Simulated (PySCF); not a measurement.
Computed shifts of a molecule C4H8OSi, B3LYP/pcSseg-1 run with PySCF, GIAO, gas phase, atoms alike by connectivity averaged where their shifts nearly agree, in ppm (number of nuclei): ¹³C: 105.1 (1), 85.4 (1), 65.6 (1), 22.6 (1). ²⁹Si: -67.7 (1). ¹H: 4.64 (1), 4.45 (1), 4.43 (1), 4.28 (1), 2.56 (1), 1.30 (1), 1.06 (1), 0.02 (1). References: ¹³C against TMS (σ = 181.3 ppm); ²⁹Si against TMS (σ = 338.7 ppm); ¹⁷O against H2O (σ = 333.8 ppm); ¹H against TMS (σ = 31.68 ppm), references at their B3LYP-D3(BJ)/def2-TZVP geometries, non-relativistic. Geometry optimised at r2SCAN-D4/def2-SVP. The values are those of a single conformer.

Q: Which structure fits?
A) C#C[SiH2]CCO
B) C1=CC[SiH2]OC1
C) C=CCC(=O)[SiH3]
D) [SiH3][C@@H]1CC=CO1

A: A, C#C[SiH2]CCO
